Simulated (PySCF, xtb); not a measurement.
Mo(O)(NH)(Cl)2 (Cl2HMoNO), SMILES [NH]=[Mo](=[O])([Cl])[Cl], multiplicity 1.

Harmonic wavenumbers (cm⁻¹) from GFN2-xTB in xtb 6.7.1 at its own minimum, in rising order: 115, 162, 168, 187, 247, 338, 344, 614, 689, 911, 1010, 3441.

Question: What does PBE-D3(BJ)/def2-SVP (PySCF) give at its own minimum? (Estimate from the structure and the level; the computed values follow.)

Answer: 108, 171, 204, 215, 303, 396, 424, 519, 625, 966, 1010, 3479. Paired by order, the mean absolute difference is 44 cm⁻¹ and the zero-point energies are 11.8 and 12.0 kcal/mol.
